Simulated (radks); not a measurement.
Values are calculated unless marked as measured or tabulated.
Initial-state core-level shifts of neutral gadolinium when its valence configuration changes from [Xe] 4f7 5d1 6s2. Code: a radial shooting solver on a logarithmic mesh with Libxc functionals. Model: non-relativistic Kohn-Sham, r2SCAN, spin-polarised, spherical densities, point nucleus; open shells are filled with parallel spins first (spin-orbit coupling, left out, can overturn this in heavy ions); meta-GGA in the generalised Kohn-Sham scheme; relativity is left out, which matters for an element this heavy. Shifts are changes of the shell-averaged eigenvalues in eV (positive: less bound); the change of the density at the nucleus, which sets a Mossbauer isomer shift, is in e/bohr^3, on a base of 1.866e+05.

valence	2s	4s	4p	4d	density at nucleus
4f5 5d3 6s2	-18.985	-18.501	-18.212	-17.556	+25.43
4f7 5d1 6p2	-1.757	-1.756	-1.755	-1.753	-11.66
4f7.5 5d1 6s1.5	+5.063	+5.086	+5.035	+4.913	-8.97
4f7 5d1 6s1.5 6p0.5	-0.445	-0.443	-0.443	-0.442	-2.58
4f7 5d1.5 6s1.5	+1.281	+1.275	+1.277	+1.283	-3.96
4f5 5d4 6s1	-15.665	-15.213	-14.922	-14.261	+17.42
4f7 5d2 6s1	+2.579	+2.571	+2.576	+2.587	-6.82
4f6 5d2 6s2	-9.145	-9.027	-8.893	-8.582	+12.25
